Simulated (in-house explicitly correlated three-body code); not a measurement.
Computed with an exponentially correlated three-body code. Model: two electrons around a point charge, non-relativistic, variational in 260 exponentially correlated functions (energies converged to about 1e-7 hartree, or 1e-8 relative for large Z).

For this charge the correlation energy is taken as exact minus Hartree-Fock, from which it differs by microhartrees, and the kinetic parts follow from it.

For two electrons in a singlet the Kohn-Sham orbital is the square root of half the density, so the exact Kohn-Sham potential and energy parts follow from the density alone, and exchange is minus half the Hartree energy. The Kohn-Sham level equals minus the binding energy of the second electron.

Command:
```bash
python run_hyl.py task.json out
```
Settings (lengths in bohr, energies in hartree):
```
Z                      6.1
interaction_strength   1
functions              260
states_tried           13
```

Time taken, with all properties: 58 s on 1 thread of Intel(R) Xeon(R) Platinum 8175M CPU @ 2.50GHz (Skylake/Cascade Lake), on a shared host.

**Those bound S and P states to n = 4 that converged, binding against the one-electron ion.**

Given: nuclear charge 6.1.

Computed: one-electron threshold -18.605 hartree.

```
term  energy (hartree)  binding (eV)  quantum defect
1 1S       -33.5537693        406.78        0.067277
2 3S                 ?             ?               ?
2 3P       -21.9553319        91.167        0.029796
2 1S       -21.9551107        91.161        0.029731
2 1P       -21.8236705        87.584       -0.010097
3 3S                 ?             ?               ?
3 1S       -20.0795015        40.123        0.030163
3 3P        -20.078516        40.096         0.02917
3 1P       -20.0414116        39.087      -0.0089553
4 3S       -19.4520255        23.049        0.081616
4 1S       -19.4302854        22.457        0.030342
4 3P       -19.4297053        22.441        0.028946
4 1P       -19.4143593        22.024      -0.0085241
```

Question: What belongs in the row 2 3S?

Answer: energy (hartree): -22.1581961; binding (eV): 96.687; quantum defect: 0.086865.

Question: What belongs in the row 3 3S?

Answer: energy (hartree): -20.1332459; binding (eV): 41.586; quantum defect: 0.082851.

**Exact Kohn-Sham parts of the ground state from its density.**

Computed: total energy -33.5537693 hartree; Hartree energy 7.1793 hartree; exchange energy -3.5896 hartree; kinetic part of the DFT correlation energy 0.043234 hartree; potential part of the DFT correlation energy -0.088313 hartree; exact minus restricted Hartree-Fock -0.04508 hartree; Kohn-Sham level -406.78 eV; restricted Hartree-Fock level -407.07 eV; C6 of two such species 0.00072364 hartree·bohr⁶.

Question: What is the Kohn-Sham kinetic?

Answer: 33.511 hartree.

Question: What is the dipole polarisability?

Answer: 0.0083531 bohr³.

**Functionals on the exact density and self-consistent, errors are functional minus exact, hybrids only self-consistent, a dash where a self-consistent run leaves the top level unbound.**

```
       result  exchange error (millihartree)  correlation error (millihartree)  functional driven error (millihartree)  density driven error (millihartree)  self consistent total error (millihartree)  top level plus exact binding (eV)
         SCAN                        -4.1748                            2.1369                                 -2.0379                             -0.31024                                     -2.3481                              31.21
         BLYP                         23.642                           -4.9764                                  18.666                              -1.4797                                      17.186                              34.44
         PBE0                              -                                 -                                       -                                    -                                      47.318                             26.028
         TPSS                        -3.7573                           -3.0431                                 -6.8003                             -0.34576                                     -7.1461                             32.394
     LDA PW92                         507.06                           -128.86                                   378.2                              -2.4843                                      375.71                             38.075
         BP86                         23.642                           -14.123                                  9.5194                              -0.8623                                      8.6571                             34.628
     LDA VWN5                         507.06                            -129.8                                  377.26                              -2.4816                                      374.78                             38.062
        M06-L                              ?                                 ?                                       ?                                    ?                                           ?                                  ?
       PBEsol                         221.13                           -15.563                                  205.57                               -1.361                                      204.21                             36.654
B3LYP VWN-RPA                              -                                 -                                       -                                    -                                      19.994                              27.31
         AM05                         391.74                           -106.58                                  285.16                              -1.6683                                      283.49                              37.65
      r2SCAN0                              -                                 -                                       -                                    -                                      -1.153                             23.185
        HSE06                              -                                 -                                       -                                    -                                           ?                                  ?
      revTPSS                        -3.2282                           -5.3088                                 -8.5369                             -0.22603                                      -8.763                             31.866
        wB97X                              -                                 -                                       -                                    -                                     -68.801                             25.049
       r2SCAN                        -4.1748                            2.1369                                 -2.0379                             -0.31024                                     -2.3481                              31.21
         PW91                         56.037                           -12.306                                  43.731                               -1.366                                      42.365                              34.67
          PBE                         66.829                           -2.1368                                  64.692                              -1.3309                                      63.361                             35.073
         OLYP                         16.285                           -4.9764                                  11.308                               -1.403                                      9.9053                             34.489
         RPBE                         6.1877                           -2.1368                                  4.0509                              -1.4007                                      2.6502                              34.67
```

Question: What belongs in the row M06-L?

Answer: exchange error (millihartree): -40.349; correlation error (millihartree): -9.3844; functional driven error (millihartree): -49.734; density driven error (millihartree): -2.3259; self consistent total error (millihartree): -52.06; top level plus exact binding (eV): 30.828.

Question: What belongs in the row HSE06?

Answer: self consistent total error (millihartree): 43.091; top level plus exact binding (eV): 26.417.

**Density and exact potentials over r, pair density (one pair, times 4 pi r12^2) and exact minus Kohn-Sham pair density over r12.**

```csv
radius (bohr),radial density (electrons/bohr),exchange potential (hartree),intracule density (1/bohr),Coulomb hole against Kohn-Sham (1/bohr),correlation potential (hartree)
0.0707,3.456,-5.3386,0.3886,-0.04537,-0.014
0.082,4.0611,-5.2198,0.50893,-0.05482,-0.007
0.0951,?,?,?,?,?
0.11,5.2366,-4.9075,0.84166,-0.07347,0.006
0.128,?,?,?,?,?
0.149,6.0627,-4.4628,1.3237,-0.08332,0.018
0.172,6.1696,-4.2087,1.5841,-0.08,0.021
0.2,6.0181,-3.9148,1.8532,-0.06861,0.022
0.232,5.5878,-3.604,2.0796,-0.04908,0.021
0.269,4.9039,-3.2802,2.2256,-0.02314,0.018
0.312,4.0301,-2.9505,2.2502,0.005037,0.014
0.362,3.0688,-2.6245,2.1241,0.02931,0.01
0.42,2.1406,-2.3122,1.8472,0.04367,0.007
0.487,1.3518,-2.0222,1.459,0.04528,0.004
0.566,0.75199,-1.7544,1.0216,0.03603,0.002
0.656,0.36913,-1.52,0.62919,0.02222,0.001
0.761,0.15408,-1.3127,0.32986,0.009954,0.001
```

Question: What belongs in the row 0.0951?

Answer: radial density (electrons/bohr): 4.6723; exchange potential (hartree): -5.0759; intracule density (1/bohr): 0.66002; Coulomb hole against Kohn-Sham (1/bohr): -0.06457; correlation potential (hartree): 0.

Question: What belongs in the row 0.128?

Answer: radial density (electrons/bohr): 5.7301; exchange potential (hartree): -4.7015; intracule density (1/bohr): 1.0665; Coulomb hole against Kohn-Sham (1/bohr): -0.08053; correlation potential (hartree): 0.013.

The density-driven part is never positive, since each functional's own density lowers its energy. Here it is small beside the functional-driven part (median ratio 0.047), the normal case.
